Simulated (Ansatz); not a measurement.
Reactions of `[AlH2][SiH2]O[SiH3]`.

Computed with Ansatz on PBE0-D4/def2-TZVP structures; ΔE is electronic, products minus reactants. CBS: MP2 limit from def2 TZ/QZ plus the TZ coupled-cluster correction, frozen cores. This one scheme is used for every species. Functionals use def2-TZVPP. For Br, Ge outer-core shells are correlated without core-valence functions, which leaves a few kJ/mol of doubt a bond. Scalar relativity is left out up to krypton. Each species was taken in one conformer, which may not be the lowest.

| reaction | PBE0-D4 (eV) | B2PLYP (eV) | r2SCAN-D4 (eV) |
| --- | --- | --- | --- |
| `[AlH2][SiH2]O[SiH3]` + CH₃OH → `CO[SiH2]O[SiH3]` + `[AlH3]` | -1.09 | -1.30 | -1.23 |
| `[AlH2][SiH2]O[SiH3]` + `CC(O)O` → `CC(O)[O][AlH2]` + `[SiH3]O[SiH3]` | -1.33 | -1.58 | -1.50 |
| `[AlH2][SiH2]O[SiH3]` + HBr → `[SiH3]O[SiH2]Br` + `[AlH3]` | -1.07 | -1.18 | -1.15 |
| `[AlH2][SiH2]O[SiH3]` + H₂ → `[SiH3]O[SiH3]` + `[AlH3]` | -0.17 | -0.34 | -0.21 |
| `[AlH2][SiH2]O[SiH3]` + `[OH][GeH2][SH]` → `[SiH3][O][GeH2][SH]` + `O[SiH2][AlH2]` | 0.03 | 0.05 | 0.04 |
| `[AlH2][SiH2]O[SiH3]` → `O[SiH2][AlH2]` + `[SiH2]` | 3.54 | 3.50 | 3.69 |
| `[AlH2][SiH2]O[SiH3]` → `[AlH3]` + `[SiH]O[SiH3]` | 2.10 | 1.83 | 2.11 |
| `[AlH2][SiH2]O[SiH3]` + H–F → `F[SiH2][AlH2]` + `O[SiH3]` | -0.23 | -0.29 | -0.29 |
| `[AlH2][SiH2]O[SiH3]` + `N=C=O` → `O=C=N[SiH3]` + `O[SiH2][AlH2]` | 0.14 | 0.16 | 0.18 |
| `[AlH2][SiH2]O[SiH3]` + CH₃OH → `CO[SiH2][AlH2]` + `O[SiH3]` | 0.14 | 0.13 | 0.13 |

**Question.** Give the CCSD(T)/CBS values in the same order. (Best estimate.)

**Answer.** The calculation gave: -1.27, -1.51, -1.19, -0.27, 0.02, 3.51, 1.93, -0.22, 0.18, 0.15 eV.

Largest T1 diagnostic: 0.018, for `N=C=O`.
